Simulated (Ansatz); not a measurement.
Total energies of BH3S2Si (`B1[SiH2]SS1`).

Z-matrix (Å, degrees):
```
Si
S 1 2.184
S 1 2.806 2 48.0
B 1 1.995 2 86.6 3 0.1
H 1 1.487 2 111.1 3 -119.5
H 1 1.487 2 111.1 3 119.7
H 4 1.189 1 141.6 2 -180.0
```

Charge 0, multiplicity 1. Geometry: relaxed with PBE0-D4/def2-TZVP. Basis def2-TZVPP, Ansatz 0.2.0.

RPA on PBE orbitals: Hartree–Fock energy of these orbitals -1110.43144 Eh, correlation -0.98702 Eh (frozen core).

| functional | energy without D4 (Eh) | D4 term (kJ/mol) |
| --- | --- | --- |
| revPBE | -1112.38786 | -58.7 |
| BLYP | -1112.57324 | -48.1 |
| r2SCAN | -1112.49928 | -4.7 |
| r2SCANh | -1112.49296 | -5.1 |
| r2SCAN0 | -1112.48455 | -5.8 |
| BHLYP | -1112.57606 | -31.3 |
| CAM-B3LYP | -1112.59800 | -19.0 |
| LC-ωPBE | -1112.24653 | – |
| ωB97X-V | -1112.42311 | – |
| B2PLYP | -1112.19338 | – |

Q: Give the same for LDA (SPW92), PBE, B97M-V, PBE0, B3LYP, HSE06 (plane-wave form), ωB97M-V, PBE-QIDH. (Best estimate.)

A: Computed: 
| functional | energy without D4 (Eh) | D4 term (kJ/mol) |
| --- | --- | --- |
| LDA (SPW92) | -1108.40715 | – |
| PBE | -1112.06558 | -21.9 |
| B97M-V | -1112.33363 | – |
| PBE0 | -1112.16304 | -18.4 |
| B3LYP | -1112.65396 | -36.3 |
| HSE06 (plane-wave form) | -1112.14003 | -17.4 |
| ωB97M-V | -1112.51843 | – |
| PBE-QIDH | -1111.89840 | – |

B3LYP takes the VWN-RPA correlation (the form of Gaussian; ORCA's B3LYP/G). HSE06 is the plane-wave form, built on full-range PBE exchange. The double hybrids freeze the cores in their second-order part.

LC-ωPBE has ω = 0.4 bohr⁻¹.
